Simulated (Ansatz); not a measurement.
C4H10AlNO (`CC#[N+][Al-]([CH3])([CH3])[OH]`) at its PBE0-D4/def2-TZVP geometry, where that method's forces vanish. Charge 0, multiplicity 1.

```tsv
atom	x (Å)	y (Å)	z (Å)
C1	-2.4823	-0.3039	2.3350
C2	-1.3888	-0.1224	1.4120
N3	-0.5187	0.0199	0.6845
Al4	1.1237	0.1905	-0.5590
C5	1.3213	-1.6988	-1.0590
C6	0.4344	1.5011	-1.8605
O7	2.2924	0.7447	0.5913
H8	-2.1052	-0.7203	3.2704
H9	-2.9599	0.6564	2.5351
H10	-3.2157	-0.9885	1.9064
H11	0.4142	-2.1093	-1.5160
H12	2.1293	-1.8309	-1.7866
H13	1.5691	-2.3243	-0.1951
H14	1.1795	1.7243	-2.6321
H15	-0.4546	1.1305	-2.3831
H16	0.1627	2.4563	-1.3977
H17	2.4986	1.6750	0.6542
```

Question: For each bond, give half the difference of the two atoms' forces along it (eV/Å; positive pushes the atoms apart) under PBE-D4, r2SCAN-D4, B3LYP-D4, ωB97M-V in def2-TZVPP. (Estimate.)

Answer: Ansatz gave: 
```
  bond  length (Å)  PBE-D4  r2SCAN-D4  B3LYP-D4  ωB97M-V
 C1–H8       1.091    0.14       0.00     -0.05    -0.13
 C1–H9       1.091    0.14       0.00     -0.05    -0.13
C1–H10       1.091    0.14       0.00     -0.05    -0.13
N3–Al4       2.067   -0.85      -0.40     -0.02     0.27
Al4–C5       1.964   -0.06      -0.01      0.02    -0.04
Al4–C6       1.971   -0.10      -0.02      0.02    -0.02
Al4–O7       1.731    0.18       0.02      0.05     0.08
C5–H11       1.096    0.11       0.00     -0.03    -0.02
C5–H12       1.095    0.12       0.00     -0.04    -0.05
C5–H13       1.095    0.11       0.00     -0.03    -0.03
C6–H14       1.096    0.12       0.00     -0.04    -0.05
C6–H15       1.096    0.11       0.00     -0.03    -0.03
C6–H16       1.096    0.11       0.01     -0.03    -0.03
O7–H17       0.955    0.37       0.03      0.00    -0.05
```

B3LYP here is the variant with VWN-RPA as its local correlation; programs differ in this.
